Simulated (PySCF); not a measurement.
Compound: MoClF5 (singlet state).
SMILES: `[F][Mo]([F])([F])([F])([F])[Cl]`

Method used: PBE0-D3(BJ)/def2-SVP geometry optimisation, gas phase, def2 core potentials past Kr (PySCF 2.14.0).

Masses are those of the commonest isotopes; rigid-rotor values at the optimised geometry. 

Question: Give the principal moments of inertia and the rotational constants in cm⁻¹.

Answer: Ia = 251.58, Ib = 360.05, Ic = 360.05 u·Å²; 505379 MHz·u·Å²/I gives 2009, 1404 and 1404 MHz, that is A = 0.06701, B = 0.04682, C = 0.04682 cm⁻¹.

Question: What kind of rotor is it?

Answer: A prolate symmetric top, as the point group C4v requires two equal moments; Ray's κ = -1.000.

Question: Where do the R-branch lines fall?

Answer: The dipole of 1.03 D lies along the symmetry axis, so ΔK = 0 and J+1 ← J falls at 2B(J+1) for every K: 2.81 GHz, 5.61 GHz, 8.42 GHz, 11.23 GHz, 14.04 GHz for J = 0 to 4.

Question: Estimate the classical rotational partition function at 10 K, 50 K and 500 K.

Answer: Point group C4v, symmetry number σ = 4; q = (√π/σ)·√((kT/h)³/(ABC)), k/h = 20836.6 MHz/K: 670 at 10 K, 7490 at 50 K, 237000 at 500 K.

No frequency check. Zero-point vibration and centrifugal distortion are left out.
